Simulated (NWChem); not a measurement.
The numbers come from NWChem runs, not from measurements. System: C2H6ClFSi, charge 0, spin multiplicity 1, at a geometry optimised with B3LYP/def2-SVP. The structure started from a generated list of species. Level: PBE/def2-SVP.

Input file:

```
start mol
memory heap 200 mb stack 800 mb global 1000 mb
geometry units angstroms nocenter noautoz noautosym
  C      2.008711    -0.970495    -0.175253
  Si     0.389096    -0.067129    -0.458050
  Cl     0.252007     1.541432     0.866508
  C     -1.085411    -1.228147    -0.150672
  F     -2.278514    -0.599084    -0.478712
  H      2.065798    -1.377487     0.846945
  H      2.120545    -1.804367    -0.888499
  H      2.860870    -0.286866    -0.315093
  H      0.293463     0.480507    -1.836586
  H     -1.124437    -1.550363     0.906442
  H     -0.980891    -2.142357    -0.767196
end
basis spherical
  * library def2-svp
end
dft
  xc xpbe96 cpbe96
  semidirect memsize 60000000 filesize 0
  iterations 100
end
task dft energy
```

Part of the output:

```
             Northwest Computational Chemistry Package (NWChem) 7.3.0
             --------------------------------------------------------

                                NWChem Input Module
                                -------------------

 Scaling coordinates for geometry "geometry" by  1.889725989
 (inverse scale =  0.529177249)

                             Geometry "geometry" -> ""
                             -------------------------

 Output coordinates in angstroms (scale by  1.889725989 to convert to a.u.)

  No.       Tag          Charge          X              Y              Z
 ---- ---------------- ---------- -------------- -------------- --------------
    1 C                    6.0000     2.00871100    -0.97049500    -0.17525300
    2 Si                  14.0000     0.38909600    -0.06712900    -0.45805000
    3 Cl                  17.0000     0.25200700     1.54143200     0.86650800
    4 C                    6.0000    -1.08541100    -1.22814700    -0.15067200
    5 F                    9.0000    -2.27851400    -0.59908400    -0.47871200
    6 H                    1.0000     2.06579800    -1.37748700     0.84694500
    7 H                    1.0000     2.12054500    -1.80436700    -0.88849900
    8 H                    1.0000     2.86087000    -0.28686600    -0.31509300
    9 H                    1.0000     0.29346300     0.48050700    -1.83658600
   10 H                    1.0000    -1.12443700    -1.55036300     0.90644200
   11 H                    1.0000    -0.98089100    -2.14235700    -0.76719600

 Effective nuclear repulsion energy (a.u.)     289.6390888626

            Nuclear Dipole moment (a.u.)
            ----------------------------
        X                 Y               Z
 ---------------- ---------------- ----------------
    -0.0000283459    -0.0000056692    -0.0000170075


 Summary of "ao basis" -> "" (spherical)
 ------------------------------------------------------------------------------
       Tag                 Description            Shells   Functions and Types
 ---------------- ------------------------------  ------  ---------------------
[...]
 Vector   29  Occ=2.000000D+00  E=-2.477187D-01
              MO Center= -6.8D-01, -2.7D-01, -9.2D-02, r^2= 3.9D+00
   Bfn.  Coefficient  Atom+Function         Bfn.  Coefficient  Atom+Function
  ----- ------------  ---------------      ----- ------------  ---------------
    69      0.294812   5 F  py               43      0.253067   3 Cl px
    55      0.244570   4 C  py               68      0.219459   5 F  px
    72     -0.213788   5 F  py               53      0.212643   4 C  s
    54      0.207240   4 C  px               22     -0.188133   2 Si px
    40      0.185674   3 Cl px               44      0.168368   3 Cl py

 Vector   30  Occ=0.000000D+00  E=-5.375224D-03
              MO Center=  1.9D-01, -1.5D-01, -3.9D-01, r^2= 4.1D+00
   Bfn.  Coefficient  Atom+Function         Bfn.  Coefficient  Atom+Function
  ----- ------------  ---------------      ----- ------------  ---------------
     3      0.874346   1 C  s                26      0.862556   2 Si py
    17      0.430744   2 Si s                36     -0.401577   3 Cl s
    45      0.359772   3 Cl pz               27      0.338556   2 Si pz
    53      0.336416   4 C  s                44      0.331293   3 Cl py
    25     -0.328324   2 Si px               90     -0.329397   8 H  s

 Vector   31  Occ=0.000000D+00  E= 1.423152D-02
              MO Center=  6.9D-01, -3.8D-01, -2.4D-01, r^2= 5.2D+00
   Bfn.  Coefficient  Atom+Function         Bfn.  Coefficient  Atom+Function
  ----- ------------  ---------------      ----- ------------  ---------------
     3      1.492238   1 C  s                25     -0.714145   2 Si px
    27     -0.620861   2 Si pz               85     -0.602766   7 H  s
    90     -0.499104   8 H  s                80     -0.384965   6 H  s
    57     -0.370606   4 C  px               36      0.341263   3 Cl s
    26     -0.306140   2 Si py               18     -0.302270   2 Si s

 Vector   32  Occ=0.000000D+00  E= 2.975009D-02
              MO Center= -1.1D-01, -1.3D+00, -2.2D-01, r^2= 5.7D+00
   Bfn.  Coefficient  Atom+Function         Bfn.  Coefficient  Atom+Function
  ----- ------------  ---------------      ----- ------------  ---------------
    53      1.890414   4 C  s               105     -0.989488  11 H  s
     3      0.974095   1 C  s                18     -0.854853   2 Si s
   100     -0.808227  10 H  s                85     -0.626075   7 H  s
    25      0.575480   2 Si px               26      0.497705   2 Si py
    57      0.466737   4 C  px               80     -0.336391   6 H  s

 center of mass
 --------------
 x =  -0.12206739 y =   0.12698426 z =   0.04066665

 moments of inertia (a.u.)
 ------------------
         624.911065726602        -101.208362775650         -69.314802412244
        -101.208362775650         821.695392330715        -203.539167765855
         -69.314802412244        -203.539167765855        1135.867391004998

     Multipole analysis of the density
     ---------------------------------

     L   x y z        total         alpha         beta         nuclear
     -   - - -        -----         -----         ----         -------
     0   0 0 0     -0.000000    -29.000000    -29.000000     58.000000

     1   1 0 0      0.727928      0.363978      0.363978     -0.000028
     1   0 1 0     -0.888426     -0.444210     -0.444210     -0.000006
     1   0 0 1     -0.115751     -0.057867     -0.057867     -0.000017

     2   2 0 0    -34.747295   -196.754385   -196.754385    358.761475
     2   1 1 0     -0.455447    -20.436331    -20.436331     40.417214
     2   1 0 1     -1.102751    -14.945068    -14.945068     28.787384
     2   0 2 0    -32.122106   -142.559507   -142.559507    252.996907
     2   0 1 1     -0.377294    -49.703847    -49.703847     99.030400
     2   0 0 2    -32.920307    -60.158976    -60.158976     87.397645

 Task  times  cpu:       10.7s     wall:       10.7s

 Total times  cpu:       10.7s     wall:       10.7s
```
